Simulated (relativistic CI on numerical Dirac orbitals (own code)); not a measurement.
What each ingredient does to the levels of Ce2+

Base calculation: Dirac-Coulomb-Breit CI, KLI orbitals optimised for each configuration, a model potential for QED, valence Slater integrals scaled by 0.85, P86 correlation energy added to each configuration.

Configurations in the expansion (outside the closed core [Xe]): 4f2, 4f.6s, 5d2, 4f.6p, 5d.6s, 4f.6d, 4f.7s, 6s2, 5d.6p, 4f.5f, 4f.7p, 5d.5f, 6s.6p, 4f.7d, 4f.5g, 4f.6f. The list is cut by size and lacks configurations that can hold low levels.

Variants: (1) self-excluded LDA correlation estimate; (2) valence Slater integrals scaled by 0.75; (3) QED terms removed; (4) non-relativistic limit. Shifts of the energy above 4f2 3H_4, in cm⁻¹, for the lowest level and the first level of each name with at least 55 % of one term (blank where a level changes its place among those of its configuration and J or its character, or is not in the variant):

| Level | Base | Δ(1) | Δ(2) | Δ(3) | Δ(4) | Measured |
| --- | --- | --- | --- | --- | --- | --- |
| 4f2 3H_4 | 0.0 | 0.0 | 0.0 | 0.0 | 0.0 | 0.0 |
| 4f2 3H_5 | 1398.6 | +2.0 | +4.1 | -9.1 | -1398.6 | 1528.3 |
| 4f2 3H_6 | 2869.8 | +4.3 | -6.4 | -18.0 | -2869.8 | 3127.1 |
| 4f2 3F_2 | 3968.7 | +26.9 | -298.5 | -7.7 | +318.9 | 3762.8 |
| 4f2 3F_3 | 4868.2 | +26.1 | -291.8 | -13.6 | -580.6 | 4764.8 |
| 4f2 1D_2 | 13737.7 | +92.0 | -1083.2 | -25.3 | +1322.3 | 12835.1 |
| 4f.6s 3F°_2 | 15877.7 | +1233.5 | -698.5 | -185.5 | +30453.1 | 19236.2 |
| 4f.6s 3F°_3 | 16148.3 | +1233.5 | -725.5 | -185.5 | +30182.5 |  |
| 4f2 3P_0 | 17203.6 | +134.9 | -1447.5 | -28.5 | +2849.6 | 16072.0 |
| 4f2 3P_1 | 17640.9 | +129.6 | -1436.6 | -31.1 | +2412.2 | 16523.7 |
| 4f.6s 3F°_4 | 18040.3 | +1233.0 | -702.8 | -197.3 | +28290.5 |  |
| 4f2 3P_2 | 18375.9 | +124.1 | -1424.2 | -35.8 | +1677.2 | 17317.5 |
| 4f.6s 1F°_3 | 18473.0 | +1234.8 | -750.5 | -196.5 | +28465.8 |  |
| 4f2 1I_6 | 19071.9 | -23.1 | -1940.3 | -10.1 | -26.2 | 17420.6 |
| 5d2 3F_2 | 32242.2 | +1352.8 | -375.2 | -189.5 | +45279.5 | 40440.2 |
| 4f2 1S_0 | 32581.2 | +416.2 | -2501.6 | -71.2 | +9346.6 | 32838.6 |
| 5d2 3F_3 | 33431.7 | +1356.1 | -354.7 | -194.8 | +44090.1 | 41938.5 |
| 5d2 3F_4 | 34775.0 | +1358.6 | -361.1 | -199.6 | +42746.8 | 43517.5 |
| 5d2 1D_2 | 39867.5 | +1317.4 | -1121.8 | -190.3 | +43469.4 | 46889.8 |
| 5d2 3P_0 | 42288.9 | +1228.4 | -1728.5 | -174.1 | +42581.9 | 48076.0 |
| 5d2 1G_4 | 42628.4 | +1456.8 | -1253.7 | -187.5 | +44672.8 |  |
| 5d2 3P_1 | 42665.6 | +1234.2 | -1698.1 | -177.0 | +42205.2 | 48674.1 |

Correlation outside the listed configurations is missing or only estimated: errors of thousands of cm⁻¹ between configurations and terms are usual at this charge. Rates and lifetimes follow the computed energies and can be off by large factors. The fine structure of a lone outer electron comes out too small, for d and f at times inverted, and misplaced configurations move strength between like terms. 27 of the 64 excited levels that our extract of the measured tables holds in this range could be paired (the sources list more); they are missed by 3899 cm⁻¹ on average and 8742 at most, and levels without a partner can miss by more. Some levels of the ground configuration have no partner and can miss by 10 % or more.

Measured levels: Martin, Zalubas and Hagan, Atomic Energy Levels: The Rare-Earth Elements, NSRDS-NBS 60 (1978).

Ionisation energy from the two ground configurations alone: base 19.42 eV; self-excluded LDA correlation estimate 19.71 eV; valence Slater integrals scaled by 0.75 19.32 eV; QED terms removed 19.4 eV. The NIST ASD value (semi-empirical) is 20.1974 eV. The gap of more than 2 % comes from missing correlation, or from a tabulated value that is itself an estimate.

LS names give the leading component of a level, which can be under half, so a name can repeat, a term be missing and a line seem to break the LS rules.
